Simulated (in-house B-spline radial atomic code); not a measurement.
Inner levels of selenium as electrons are removed. A shift is the extra binding of the orbital against the neutral atom ([Ar] 3d10 4s2 4p4). Computed with a radial B-spline atomic code at the basis-set limit: non-relativistic Hartree-Fock, average of the configuration, point nuclei.

This level leaves out relativity, spin-orbit splitting included, which matters for heavy ions.

```json
{"ion": "Se", "configuration": "[Ar] 3d10 4s2 4p4", "shift of 3p (eV)": "0", "shift of 3d (eV)": "0", "shift of 2p (eV)": "0", "radius of 3p (bohr)": "0.59235", "radius of 3d (bohr)": "0.6224", "radius of 2p (bohr)": "0.17276", "Σ<r²> (bohr²)": "41.405", "change of density at nucleus (bohr⁻³)": "-"}
{"ion": "Se+", "configuration": "[Ar] 3d10 4s2 4p3", "shift of 3p (eV)": "10.456", "shift of 3d (eV)": "10.473", "shift of 2p (eV)": "10.534", "radius of 3p (bohr)": "0.59236", "radius of 3d (bohr)": "0.62172", "radius of 2p (bohr)": "0.17276", "Σ<r²> (bohr²)": "31.633", "change of density at nucleus (bohr⁻³)": "2.6781"}
{"ion": "Se2+", "configuration": "[Ar] 3d10 4s2 4p2", "shift of 3p (eV)": "22.562", "shift of 3d (eV)": "22.607", "shift of 2p (eV)": "22.802", "radius of 3p (bohr)": "0.59228", "radius of 3d (bohr)": "0.62051", "radius of 2p (bohr)": "0.17276", "Σ<r²> (bohr²)": "24.499", "change of density at nucleus (bohr⁻³)": "5.9502"}
{"ion": "Se3+", "configuration": "[Ar] 3d10 4s2 4p1", "shift of 3p (eV)": "36.071", "shift of 3d (eV)": "36.155", "shift of 2p (eV)": "36.571", "radius of 3p (bohr)": "0.59209", "radius of 3d (bohr)": "0.61878", "radius of 2p (bohr)": "0.17275", "Σ<r²> (bohr²)": "18.898", "change of density at nucleus (bohr⁻³)": "9.7255"}
{"ion": "Se4+", "configuration": "[Ar] 3d10 4s2", "shift of 3p (eV)": "50.822", "shift of 3d (eV)": "50.957", "shift of 2p (eV)": "51.695", "radius of 3p (bohr)": "0.59178", "radius of 3d (bohr)": "0.61654", "radius of 2p (bohr)": "0.17275", "Σ<r²> (bohr²)": "14.312", "change of density at nucleus (bohr⁻³)": "13.955"}
{"ion": "Se5+", "configuration": "[Ar] 3d10 4s1", "shift of 3p (eV)": "67.949", "shift of 3d (eV)": "68.096", "shift of 2p (eV)": "69.235", "radius of 3p (bohr)": "0.59086", "radius of 3d (bohr)": "0.61327", "radius of 2p (bohr)": "0.17274", "Σ<r²> (bohr²)": "10.988", "change of density at nucleus (bohr⁻³)": "-6.0936"}
{"ion": "Se6+", "configuration": "[Ar] 3d10", "shift of 3p (eV)": "?", "shift of 3d (eV)": "?", "shift of 2p (eV)": "?", "radius of 3p (bohr)": "?", "radius of 3d (bohr)": "?", "radius of 2p (bohr)": "?", "Σ<r²> (bohr²)": "?", "change of density at nucleus (bohr⁻³)": "?"}
{"ion": "Se7+", "configuration": "[Ar] 3d9", "shift of 3p (eV)": "117.67", "shift of 3d (eV)": "119.12", "shift of 2p (eV)": "125.11", "radius of 3p (bohr)": "0.58163", "radius of 3d (bohr)": "0.58886", "radius of 2p (bohr)": "0.17267", "Σ<r²> (bohr²)": "7.2288", "change of density at nucleus (bohr⁻³)": "-21.899"}
{"ion": "Se8+", "configuration": "[Ar] 3d8", "shift of 3p (eV)": "150.93", "shift of 3d (eV)": "153.93", "shift of 2p (eV)": "165.01", "radius of 3p (bohr)": "0.57333", "radius of 3d (bohr)": "0.57009", "radius of 2p (bohr)": "0.17259", "Σ<r²> (bohr²)": "6.4846", "change of density at nucleus (bohr⁻³)": "-12.249"}
{"ion": "Se9+", "configuration": "[Ar] 3d7", "shift of 3p (eV)": "?", "shift of 3d (eV)": "?", "shift of 2p (eV)": "?", "radius of 3p (bohr)": "?", "radius of 3d (bohr)": "?", "radius of 2p (bohr)": "?", "Σ<r²> (bohr²)": "?", "change of density at nucleus (bohr⁻³)": "?"}
{"ion": "Se10+", "configuration": "[Ar] 3d6", "shift of 3p (eV)": "222.04", "shift of 3d (eV)": "229.03", "shift of 2p (eV)": "252.43", "radius of 3p (bohr)": "0.55666", "radius of 3d (bohr)": "0.53726", "radius of 2p (bohr)": "0.17236", "Σ<r²> (bohr²)": "5.2394", "change of density at nucleus (bohr⁻³)": "10.513"}
{"ion": "Se11+", "configuration": "[Ar] 3d5", "shift of 3p (eV)": "259.78", "shift of 3d (eV)": "269.22", "shift of 2p (eV)": "299.83", "radius of 3p (bohr)": "0.54839", "radius of 3d (bohr)": "0.52271", "radius of 2p (bohr)": "0.17221", "Σ<r²> (bohr²)": "4.7115", "change of density at nucleus (bohr⁻³)": "23.592"}
{"ion": "Se12+", "configuration": "[Ar] 3d4", "shift of 3p (eV)": "298.92", "shift of 3d (eV)": "311.11", "shift of 2p (eV)": "349.62", "radius of 3p (bohr)": "0.54022", "radius of 3d (bohr)": "0.50918", "radius of 2p (bohr)": "0.17204", "Σ<r²> (bohr²)": "4.234", "change of density at nucleus (bohr⁻³)": "37.785"}
{"ion": "Se13+", "configuration": "[Ar] 3d3", "shift of 3p (eV)": "?", "shift of 3d (eV)": "?", "shift of 2p (eV)": "?", "radius of 3p (bohr)": "?", "radius of 3d (bohr)": "?", "radius of 2p (bohr)": "?", "Σ<r²> (bohr²)": "?", "change of density at nucleus (bohr⁻³)": "?"}
{"ion": "Se14+", "configuration": "[Ar] 3d2", "shift of 3p (eV)": "381.27", "shift of 3d (eV)": "399.93", "shift of 2p (eV)": "456.21", "radius of 3p (bohr)": "0.52426", "radius of 3d (bohr)": "0.48466", "radius of 2p (bohr)": "0.17162", "Σ<r²> (bohr²)": "3.4037", "change of density at nucleus (bohr⁻³)": "69.497"}
```

Fill in the row of Se6+.

shift of 3p (eV): 86.044; shift of 3d (eV): 86.209; shift of 2p (eV): 87.861; radius of 3p (bohr): 0.58978; radius of 3d (bohr): 0.60966; radius of 2p (bohr): 0.17273; Σ<r²> (bohr²): 8.0808; change of density at nucleus (bohr⁻³): -30.36.

Fill in the row of Se9+.

shift of 3p (eV): 185.74; shift of 3d (eV): 190.59; shift of 2p (eV): 207.47; radius of 3p (bohr): 0.56499; radius of 3d (bohr): 0.55298; radius of 2p (bohr): 0.17249; Σ<r²> (bohr²): 5.8266; change of density at nucleus (bohr⁻³): -1.4377.

Fill in the row of Se13+.

shift of 3p (eV): 339.42; shift of 3d (eV): 354.69; shift of 2p (eV): 401.76; radius of 3p (bohr): 0.53217; radius of 3d (bohr): 0.49653; radius of 2p (bohr): 0.17184; Σ<r²> (bohr²): 3.8; change of density at nucleus (bohr⁻³): 53.09.
